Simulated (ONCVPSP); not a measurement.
# molybdenum (Mo): one change to an ONCV potential, before and after

* Element: molybdenum
* Generator: ONCVPSP 4.0.1
* Type: optimised norm-conserving Vanderbilt (ONCV)
* Functional: PBE
* Relativity: scalar-relativistic
* Frozen core: [Ar] 3d10
* Valence charge: 14
* Reference configuration: 4s2 4p6 4d4 (charge +2)
* Partial waves: 4s: rc 1.85 bohr, ncon 4, nbas 8, qcut 7 1/bohr, 2 projectors, debl 2.4 Ha; 4p: rc 2.00 bohr, ncon 4, nbas 8, qcut 5.6 1/bohr, 1 projector; 4d: rc 1.75 bohr, ncon 4, nbas 8, qcut 6 1/bohr, 2 projectors, debl 2.7 Ha
* Local potential: polynomial inside 1.60 bohr (lpopt 1, dvloc0 4 Ha)
* Core correction: Teter function, fcfact 3.25, rcfact 1.55

In the s channel the program set the typed energies aside and used -3.041, 0.050 Ha.

Change: s: rc 2.58.

Cutoffs: the cutoffs (Ha) at which the residual kinetic energy of the hardest occupied pseudo-wave falls to 1 and 0.1 mHa per electron; they do not see the model core or the augmentation charge, which bear on the density cutoff. Errors are all-electron minus pseudo energies relative to the spin-unpolarised reference configuration.

Predict the effect on cutoff, ghosts and configuration errors.

The potential gets neither clearly harder nor softer (17 Ha and 48 Ha → 17 Ha and 48 Ha); the d channel sets the loose cutoff, while the largest relative change is in s, which becomes softer; of the 4 tests that both files solve, the error grows in 3 and shrinks in 0 by more than 15 % and 0.3 meV (median size 1.7 → 5.2 meV); neither file shows a bound ghost. More of the atom is replaced by a form fitted at one configuration, so other configurations suffer.

| quantity | base | changed |
| --- | --- | --- |
| cutoff, loose | 17 Ha | 17 Ha |
| cutoff, tight | 48 Ha | 48 Ha |
| loose cutoff by channel | s 16 Ha, p 12 Ha, d 17 Ha | s 6.6 Ha, p 12 Ha, d 17 Ha |
| bound ghosts | none | none |
| GHOST(+) flags under 300 eV | none | none |
| error for 4s2 4p6 4d5 5s1, meV [ΔE -22.35 eV] | +2.2 | +10 |
| error for 4s2 4p6 4d5, meV [ΔE -15.46 eV] | +0.5 | +0.7 |
| error for 4s2 4p6 4d3, meV [ΔE 26.74 eV] | +3.9 | +4.7 |
| error for 4s2 4p6 4d5.5 5s0.5, meV [ΔE -22.07 eV] | +1.2 | +5.7 |
| p: phases at 2.03 bohr within 0.05 rad from the reference energy up to (Ha; the scan ends near 5) | 0.2 | 0.2 |
| d: phases at 1.77 bohr within 0.05 rad from the reference energy up to (Ha; the scan ends near 5) | to the end of the scan | to the end of the scan |
| rms error of d²Exc/dni dnj with the model core, mHa | 2.74 | 3.04 |
